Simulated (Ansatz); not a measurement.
Consider the formal exchange of groups at a C–F bond: `F/C=C(\F)C(F)F` + `CF` → `FC/C=C(/F)C(F)F` + H–F.

Program: Ansatz. Geometries: PBE0-D4/def2-TZVP. ΔE: electronic, gas phase. CCSD(T)/CBS is the MP2 limit (def2-TZVPP, def2-QZVPP) plus CCSD(T) − MP2 in def2-TZVPP, frozen cores. This one scheme is used for every species. Double bonds are as drawn, so ΔE can hold a change between cis and trans. Each species was taken in one conformer, which may not be the lowest.

`F/C=C(\F)C(F)F`:

```xyz
9

F    -1.078   -0.794    2.192
C    -0.353   -0.766    1.083
C    -0.313    0.302    0.305
F    -0.989    1.413    0.586
C     0.488    0.408   -0.950
F     1.228   -0.709   -1.129
F    -0.336    0.540   -2.018
H     0.197   -1.671    0.868
H     1.155    1.277   -0.938
```

`CF`:

Cartesian coordinates in Å:
```
C -0.047 -0.022 -0.032
F 1.020 0.472 0.683
H -0.689 -0.599 0.638
H 0.326 -0.664 -0.833
H -0.610 0.812 -0.457
```

`FC/C=C(/F)C(F)F`:

```xyz
12

F     0.551    0.646    1.758
C     1.475    0.420    0.762
C     0.888   -0.070   -0.510
C    -0.371   -0.320   -0.832
F    -0.652   -0.761   -2.063
C    -1.610   -0.184   -0.005
F    -2.461    0.683   -0.609
F    -2.242   -1.383    0.058
H     2.008    1.361    0.585
H     2.199   -0.310    1.141
H     1.622   -0.246   -1.291
H    -1.407    0.164    1.005
```

H–F:

Z-matrix (Å, degrees):
```
F
H 1 0.920
```

```
         level  ΔE (kJ/mol)
   HF/def2-SVP        -43.6
MP2/def2-QZVPP        -75.9
```

Task: What does CCSD(T)/CBS give? (Best estimate.)

Result: The calculation gave: -69.1 kJ/mol. The listed levels differ from it by 25.5, -6.8 kJ/mol.

Task: What do rigid-rotor, harmonic-oscillator terms from PBE0-D4/def2-TZVP frequencies (298.15 K, 1 bar) make of the CCSD(T)/CBS value? (Estimate.)

Result: Computed: ΔZPE = -3.5 kJ/mol, ΔH = -70.3 kJ/mol, ΔS = -14 J/(mol·K), ΔG = -66.0 kJ/mol. Modes under 50 cm⁻¹ make the entropy rough.

Largest T1 diagnostic among the species: 0.012.

Leaving LDA and LC-ωPBE aside and taking each functional with its dispersion term where it has one, the values, not all of them listed here, spread over 13.5 kJ/mol, from PBE-QIDH to BLYP-D4. LDA lies −10.8 kJ/mol from PBE without D4. From PBE to PBE0 (25 % exact exchange), in def2-TZVPP and without D4, ΔE moves by −4.5 kJ/mol.
